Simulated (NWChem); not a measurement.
System: C3H7O anion

Here is an NWChem input.

```
start job
memory heap 200 mb stack 900 mb global 1100 mb
charge -1
geometry units angstroms
  C     -1.117296    -0.936540    -0.054573
  C     -0.061207     0.221904    -0.265357
  C      1.352164    -0.487940    -0.249004
  O     -0.177648     1.220259     0.558077
  H     -0.987333    -1.369639     0.936975
  H     -1.011129    -1.722953    -0.806709
  H     -2.122061    -0.520543    -0.116594
  H     -0.202735     0.516418    -1.382529
  H      1.533670    -0.911675     0.738485
  H      1.414977    -1.282229    -0.997727
  H      2.126292     0.251208    -0.451085
end
basis spherical
  * library def2-svpd
end
dft
  xc b3lyp
  iterations 150
end
driver
  maxiter 120
end
task dft optimize
```

No frequency run checked for a minimum. The highest occupied level is positive, so the extra electron may be held by the finite basis. B3LYP is NWChem's, with the RPA form of VWN correlation.

The level has its own optimisation. Brackets give each atom's bonded neighbours.

Question: What results follow from this input? (B3LYP/def2-SVPD.) Quantities: r C–C (Å); r C–O (Å); r C–H [C(CCHO)–H(C)] (Å).

Answer: 
* **r C–C (Å)**: 1.563
* **r C–O (Å)**: 1.335
* **r C–H [C(CCHO)–H(C)] (Å)**: 1.146
